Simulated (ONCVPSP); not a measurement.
**Pseudopotential generation for Si: ONCV, PBEsol, scalar-relativistic.**

ONCVPSP 4.0.1 was run on this input:

```
# ATOM AND REFERENCE CONFIGURATION
# atsym  z   nc   nv     iexc    psfile
  Si 14.00    1    4  -116133      upf
#
#   n    l    f
    1    0    2.00
    2    0    2.00
    2    1    6.00
    3    0    2.00
    3    1    2.00
#
# PSEUDOPOTENTIAL AND OPTIMIZATION
# lmax
    1
#
#   l,   rc,      ep,       ncon, nbas, qcut
    0    0.80    0.00    4    7   14.50
    1    0.95    0.00    3    6   13.70
#
# LOCAL POTENTIAL
# lloc, lpopt,  rc(5),   dvloc0
    4    2    0.70    0.00
#
# VANDERBILT-KLEINMAN-BYLANDER PROJECTORs
# l, nproj, debl
    0    2    1.80
    1    2    0.90
#
# MODEL CORE CHARGE
# icmod, fcfact, rcfact
    1    0.70    0.00
#
# LOG DERIVATIVE ANALYSIS
# epsh1, epsh2, depsh
   -7.00    5.00    0.04
#
# OUTPUT GRID
# rlmax, drl
    6.00    0.01
#
# TEST CONFIGURATIONS
# ncnf
    4
# nvcnf
#   n    l    f
    4
    2    0    2.00
    2    1    6.00
    3    0    2.00
    3    1    1.00
#
    4
    2    0    2.00
    2    1    6.00
    3    0    2.00
    3    1    0.00
#
    4
    2    0    2.00
    2    1    6.00
    3    0    1.00
    3    1    0.00
#
    4
    2    0    2.00
    2    1    5.00
    3    0    2.00
    3    1    2.00
#
```

Command:

```bash
oncvpsp.x < Si.dat > Si.out
```

The program printed (shortened: citation, most of the input echo, consistency checks and plot data are left out):

```
ONCVPSP  (Optimized Norm-Conservinng Vanderbilt PSeudopotential)
scalar-relativistic version 4.0.1

#   n    l    f        energy (Ha)
    1    0    2.00    -6.5499530E+01
    2    0    2.00    -5.1128559E+00
    2    1    6.00    -3.5067963E+00
    3    0    2.00    -3.9574212E-01
    3    1    2.00    -1.4909905E-01

Reference configufation results
  iterations    28
  all-electron total energy (Ha)   -2.89298588D+02

Begin loop to  construct optimized pseudo wave functions
and semi-local pseudopoentials for all angular momenta

Calculating optimized projector #   1

 for l=   0

    Fraction of norm inside rc  0.841138
    Optimizing pswf for qcut=  14.51 a_B^-1,  ecut= 105.27 Ha
    Residual kinetic energy error=  5.61D-06 Ha

    Energy error per electron        Cutoff
         Ha          eV             Ha
         0.01000     0.27211       49.36
         0.00100     0.02721       72.79
         0.00010     0.00272       88.88
         0.00001     0.00027      101.86

Calculating optimized projector #   2

 for l=   0

    Fraction of norm inside rc  0.035426
    Optimizing pswf for qcut=  14.51 a_B^-1,  ecut= 105.27 Ha
    Residual kinetic energy error=  3.41D-06 Ha

    Energy error per electron        Cutoff
         Ha          eV             Ha
         0.01000     0.27211       17.66
         0.00100     0.02721       57.97
         0.00010     0.00272       81.40
         0.00001     0.00027       98.37

Calculating optimized projector #   1

 for l=   1

    Fraction of norm inside rc  0.919699
    Optimizing pswf for qcut=  13.69 a_B^-1,  ecut=  93.72 Ha
    Residual kinetic energy error=  2.37D-05 Ha

    Energy error per electron        Cutoff
         Ha          eV             Ha
         0.01000     0.27211       65.86
         0.00100     0.02721       77.56
         0.00010     0.00272       87.12
         0.00001     0.00027      147.39

Calculating optimized projector #   2

 for l=   1

    Fraction of norm inside rc  0.026073
    Optimizing pswf for qcut=  13.69 a_B^-1,  ecut=  93.72 Ha
    Residual kinetic energy error=  7.64D-06 Ha

    Energy error per electron        Cutoff
         Ha          eV             Ha
         0.01000     0.27211       51.38
         0.00100     0.02721       68.61
         0.00010     0.00272       81.59
         0.00001     0.00027       92.52

Construct Vanderbilt / Kleinmman-Bylander projectors

B matrix Hermiticity error, ll=   0
   1   2    5.2848E-04

  Orthonormal projector coefficients  7.8504E+00 -1.2036E+00

B matrix Hermiticity error, ll=   1
   1   2    2.4895E-04

  Orthonormal projector coefficients -1.5441E+01 -4.0175E+00

Model core correction analysis
  based on d2Exc/dn_idn_j

d2excae - all-electron derivatives

   -8.120640D-02   -7.376704D-02   -3.213651D-03   -1.702001D-03
   -7.387160D-02   -8.062467D-02   -3.240573D-03   -2.327460D-03
   -3.727357D-03   -3.688375D-03   -2.216992D-04   -1.222104D-04
   -1.930940D-03   -2.527269D-03   -1.232240D-04   -9.661916D-05

d2excps - pseudofunction derivatives with no core correction

   -8.207765D-02   -7.728432D-02   -3.643709D-03   -2.129573D-03
   -7.738832D-02   -7.925433D-02   -3.273844D-03   -2.217546D-03
   -4.157744D-03   -3.721584D-03   -2.628350D-04   -1.427243D-04
   -2.358527D-03   -2.417335D-03   -1.437368D-04   -9.324596D-05

rms 2nd derivative error    1.326183E-03

Polynomial model core charge

d2excps - pseudofunction derivatives with core correction

   -7.520032D-02   -7.574342D-02   -3.057062D-03   -2.039467D-03
   -7.584651D-02   -7.856645D-02   -3.141882D-03   -2.175484D-03
   -3.570590D-03   -3.589607D-03   -2.129272D-04   -1.351808D-04
   -2.268356D-03   -2.375271D-03   -1.361932D-04   -9.084594D-05

rms 2nd derivative error    1.740303E-03

Pseudoatom total energy  -99.397520

Diagnostic tests using Vanderbilt-Kleinman-Bylander pseudopotentials
  1 or more projectors used as specified by nproj input data

   l    rcore       rmatch      e in        delta e   norm test  slope test

   0   0.8025270   0.8268935  -5.1128559  -0.0000226   1.0001998   1.0002180
   0   0.8025270   0.8268935  -0.3957421   0.0000182   1.0000983   1.0000920

   1   0.9545553   0.9835377  -3.5067963  -0.0000572   1.0001472   1.0001538
   1   0.9545553   0.9835377  -0.1490990   0.0000105   1.0000739   1.0000784

 Testing for bound ghosts
   n   l    E NL Schr. Eq   E Basis Diag.   E Cutoff

   1   0       -5.112878       -5.112570    292.94
   2   0       -0.395724        0.267794    292.94

   2   1       -3.506854       -3.506703    170.56
   3   1       -0.149089        0.300865    170.56

 Testing for highly-localized positive-energy ghosts
       l    <radius>/rc     E Basis Diag.   E Cutoff

Test configuration 0

   n   l     f        eae           eps        diff
   1   0  2.0000  -65.49952994
   2   0  2.0000   -5.11285586   -5.11287848   -2.26D-05
   2   1  6.0000   -3.50679635   -3.50685356   -5.72D-05
   3   0  2.0000   -0.39574212   -0.39572391    1.82D-05
   3   1  2.0000   -0.14909905   -0.14908852    1.05D-05

    Total energies and differences
      AE_ref= -2.89298588D+02  AE_tst= -2.89298588D+02  dif=  0.00D+00
      PS_ref= -9.93975203D+01  PS_tst= -9.93975203D+01  dif= -9.95D-14
      PSP excitation error=  9.95D-14

Test configuration 1

   n   l     f        eae           eps        diff
   1   0  2.0000  -65.85509005
   2   0  2.0000   -5.46168358   -5.46146839    2.15D-04
   2   1  6.0000   -3.85617563   -3.85534493    8.31D-04
   3   0  2.0000   -0.69776342   -0.69773479    2.86D-05
   3   1  1.0000   -0.42727566   -0.42722648    4.92D-05

    Total energies and differences
      AE_ref= -2.89298588D+02  AE_tst= -2.89015148D+02  dif=  2.83D-01
      PS_ref= -9.93975203D+01  PS_tst= -9.91140913D+01  dif=  2.83D-01
      PSP excitation error=  1.15D-05

Test configuration 2

   n   l     f        eae           eps        diff
   1   0  2.0000  -66.30401442
   2   0  2.0000   -5.89530211   -5.89475851    5.44D-04
   2   1  6.0000   -4.29091652   -4.28835094    2.57D-03
   3   0  2.0000   -1.04697095   -1.04689778    7.32D-05

    Total energies and differences
      AE_ref= -2.89298588D+02  AE_tst= -2.88428498D+02  dif=  8.70D-01
      PS_ref= -9.93975203D+01  PS_tst= -9.85275184D+01  dif=  8.70D-01
      PSP excitation error=  8.87D-05

Test configuration 3

   n   l     f        eae           eps        diff
   1   0  2.0000  -66.88270714
   2   0  2.0000   -6.44913824   -6.45018348   -1.05D-03
   2   1  6.0000   -4.84567748   -4.84284264    2.83D-03
   3   0  1.0000   -1.44638062   -1.44643276   -5.21D-05

    Total energies and differences
      AE_ref= -2.89298588D+02  AE_tst= -2.87182718D+02  dif=  2.12D+00
      PS_ref= -9.93975203D+01  PS_tst= -9.72817195D+01  dif=  2.12D+00
      PSP excitation error=  6.95D-05

Test configuration 4

   n   l     f        eae           eps        diff
   1   0  2.0000  -66.95124269
   2   0  2.0000   -6.16358405   -6.15555681    8.03D-03
   2   1  5.0000   -4.59874780   -4.55057034    4.82D-02
   3   0  2.0000   -0.81705038   -0.81744200   -3.92D-04
   3   1  2.0000   -0.51518425   -0.51363837    1.55D-03

    Total energies and differences
      AE_ref= -2.89298588D+02  AE_tst= -2.85260146D+02  dif=  4.04D+00
      PS_ref= -9.93975203D+01  PS_tst= -9.53806679D+01  dif=  4.02D+00
      PSP excitation error=  2.16D-02
```

The run took about 2.1 s on one core of a shared server CPU.
